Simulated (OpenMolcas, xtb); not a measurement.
# The dipole moment down a group: F to Br

One atom is swapped for its congeners: NOF (nitrosyl fluoride) `O=NF`; NClO (nitrosyl chloride) `O=NCl`; NBrO (nitrosyl bromide) `O=NBr`. All are singlets with charge 0.

Shapes, held fixed at every level: PBE0-D4/def2-TZVP. Programs: OpenMolcas 26.06, xtb 6.7.1. Values in D.

```json
{"level": "GFN0-xTB", "NOF": "4.05", "NClO": "7.92", "NBrO": "10.03"}
{"level": "HF/STO-3G", "NOF": "0.37", "NClO": "2.38", "NBrO": "1.68"}
{"level": "HF/3-21G", "NOF": "1.24", "NClO": "1.96", "NBrO": "1.55"}
{"level": "B3LYP/6-31G* (Cartesian functions)", "NOF": "1.11", "NClO": "1.86", "NBrO": "1.98"}
{"level": "measured", "NOF": "–", "NClO": "1.90", "NBrO": "–"}
```

At B3LYP/6-31G* (Cartesian functions) the dipole moment rises at every step, from 1.11 to 1.98 D. 2 of 4 levels show this order throughout; 2 agree on the largest and the smallest. Measured values: NIST CCCBDB. Relativity is left out for Br unless named. GFN0-xTB strays far from the other rows.
